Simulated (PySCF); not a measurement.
Trend along the fifth-period p block: MTl molecules

CCSD(T) with double-zeta basis sets in PySCF, for the lowest determinant that a PBE0 search found; no spin–orbit coupling. De refers to high-spin ground-configuration atoms.

| M | basis | reference, frozen orbitals | state (unpaired electrons) | Re (Å) | ωe (cm⁻¹) | De (eV) |
| --- | --- | --- | --- | --- | --- | --- |
| In | def2-SVP | UHF, 8 | triplet (σ ↑, π ↑) | 3.101 | 101 | 1.02 |
| Sn | def2-SVP | UHF, 8 | quartet (σ ↑, π ↑↑) | 2.936 | 125 | 1.72 |
| Sb | def2-SVP | UHF, 8 | triplet (π ↑↑) | 3.055 | 119 | 1.18 |
| Te | def2-SVP | UHF, 8 | doublet (π ↑) | 2.948 | 137 | 2.20 |
| I | def2-SVP | RHF, 8 | singlet (closed shell) | 2.883 | 150 | 3.23 |

The shortest bond is that of TlI (2.883 Å), the longest that of TlIn (3.101 Å).

The state changes along the series, so neighbouring rows are not always alike in their bonding.

Correlated steps freeze 8 core orbitals. Correlated levels converge slowly with the basis: in double zeta they bind strong bonds too weakly, by up to about 1 eV, and carry superposition errors of some tenths. These are scalar-relativistic numbers at best; spin–orbit coupling would shift them, the dissociation energy most. Where the molecule has an RHF reference, its open-shell atoms are computed with UHF. States were picked by a PBE0 search and need not be the measured ground states.
